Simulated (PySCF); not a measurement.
H₃OSi, SMILES [SiH3][O], multiplicity 2. The structure is a stationary point at B3LYP-D3(BJ)/def2-TZVP. The isomer is the one that the SMILES or the coordinates give; other isomers of the formula were not compared.

Computed with PySCF with B3LYP-D3(BJ)/def2-TZVP.

Harmonic wavenumbers (cm⁻¹): 525, 543, 834, 889, 902, 997, 2161, 2226, 2227. Rotational constants (GHz): 85.21, 14.74, 14.73; symmetry number 1.

Work out the zero-point energy and the ideal-gas rigid-rotor harmonic-oscillator thermochemistry at 298.15 K and 1 atm.

ZPE = ½ Σ hcν = ½ × 11304 cm⁻¹ = 67.61 kJ/mol. H − E(el) = 79.15 kJ/mol. Entropy in J/(mol K): translation 156.79, rotation 85.31, vibration 7.20, spin 5.76, total 255.07. G − E(el) = 3.10 kJ/mol. Cp = 51.48 J/(mol K).
